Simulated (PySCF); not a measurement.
How PBE and B3LYP compare on the HOMO–LUMO gap of the Kohn–Sham levels of molecules with a metal or metalloid centre.

Values in eV, from PySCF. Where two bases are given, the first is that of PBE. B3LYP is a level with its own limits.

| system | basis | PBE | B3LYP | PBE − B3LYP |
|---|---|---|---|---|
| B(Cl)(I)(OH) singlet | def2-TZVP | 4.77 | 6.43 | -1.66 |
| C[Si](C)(C)C[SiH2]Cl singlet | def2-SVP | 6.87 | 8.67 | -1.80 |
| O[Si](O)(O)N[SiH2]Cl singlet | def2-TZVP | 5.72 | 7.46 | -1.74 |
| B(H)(OMe)(SiH3) singlet | def2-TZVP | 4.28 | 6.09 | -1.81 |
| tellurium hexafluoride singlet | def2-TZVP | 4.51 | 6.94 | -2.43 |
| Ge(H)3(iBu) singlet | def2-SVP | 7.47 | 9.07 | -1.60 |
| Ga2(mu-F)2(H)4 singlet | def2-TZVP | 5.78 | 7.49 | -1.71 |
| Te(Me)(SiH3) singlet | def2-TZVP | 3.47 | 4.86 | -1.39 |
| Ge(F)(Cl)(OH)2 singlet | def2-TZVP | 5.85 | 7.85 | -2.00 |
| C[Si](C)(O)/C=C/B(O)O singlet | def2-SVP | 4.55 | 6.42 | -1.87 |
| Si(F)(OH)(SiH3)2 singlet | def2-TZVP | 4.70 | 6.33 | -1.63 |
| [SiH3]c1cc[c]([GeH3])cc1 singlet | def2-SVP | 4.74 | 6.20 | -1.46 |
| Si(OH)3(nBu) singlet | def2-SVP | 6.64 | 8.39 | -1.76 |
| Si(OH)3(SiH3) singlet | def2-TZVP | 6.18 | 7.89 | -1.71 |
| B(All)2(F) singlet | def2-SVP | 4.40 | 6.14 | -1.74 |
| Sn(CF3)2(H)2 singlet | def2-TZVP | 6.11 | 7.92 | -1.81 |
| Ge(OH)3(OSiMe3) singlet | def2-SVP | 5.97 | 7.83 | -1.85 |
| Si(OAc)(OH)3 singlet | def2-TZVP | 5.37 | 7.65 | -2.28 |
| Ge(Me)4 singlet | def2-SVP | 7.43 | 8.92 | -1.49 |
| Si(H)(Et)(Vi)(OEt) singlet | def2-SVP | 4.97 | 6.96 | -1.99 |
| Ge(H)2(Vi)(OEt) singlet | def2-TZVP | 4.61 | 6.70 | -2.09 |
| F[SiH](F)[S][GeH3] singlet | def2-TZVP | 4.99 | 6.61 | -1.62 |
| F[SiH2][SiH2]Cl singlet | def2-TZVP | 5.14 | 6.85 | -1.72 |
| disilicic acid singlet | def2-TZVP | 6.52 | 8.50 | -1.98 |

The mean difference from B3LYP is -1.80 eV (median -1.75) and the mean absolute one 1.80 eV (median 1.75); PBE lies above in 0 and below in 24 of 24 cases. It is closest for Te(Me)(SiH3) singlet (-1.39), [SiH3]c1cc[c]([GeH3])cc1 singlet (-1.46), Ge(Me)4 singlet (-1.49) and furthest off for tellurium hexafluoride singlet (-2.43), Si(OAc)(OH)3 singlet (-2.28), Ge(H)2(Vi)(OEt) singlet (-2.09).
